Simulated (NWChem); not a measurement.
Species: C3H5F; SMILES C(=C/C)/F

```xyz
9

C      0.5405     1.4861     0.0000
C     -0.6497     0.5872     0.0000
C     -0.6062    -0.7421     0.0000
F      0.5407    -1.4247     0.0000
H      1.4753     0.9097     0.0000
H      0.5414     2.1443     0.8843
H      0.5414     2.1443    -0.8843
H     -1.6489     1.0331     0.0000
H     -1.4828    -1.3961     0.0000
```
Atoms are numbered in this order, from 1.

Coordinates come from a PBE0/def2-SVP optimisation.

Symmetry labels are those of Cs in the frame above (b1 and b2, or b-type labels, depend on it).

Question: List the 4 lowest vertical singlet excitations from CAM-B3LYP/def2-SVPD, TDA (NWChem).

Answer: 
```json
[
 {"state": "S1", "energy (eV)": "6.81", "oscillator strength": "0.013", "symmetry": "a\"", "leading excitation (squared amplitude)": "HOMO → LUMO (0.92)"},
 {"state": "S2", "energy (eV)": "7.71", "oscillator strength": "0.012", "symmetry": "a\"", "leading excitation (squared amplitude)": "HOMO → LUMO+2 (0.83)"},
 {"state": "S3", "energy (eV)": "8.05", "oscillator strength": "0.592", "symmetry": "a'", "leading excitation (squared amplitude)": "HOMO → LUMO+1 (0.91)"},
 {"state": "S4", "energy (eV)": "8.08", "oscillator strength": "0.001", "symmetry": "a\"", "leading excitation (squared amplitude)": "HOMO → LUMO+3 (0.91)"}
]
```
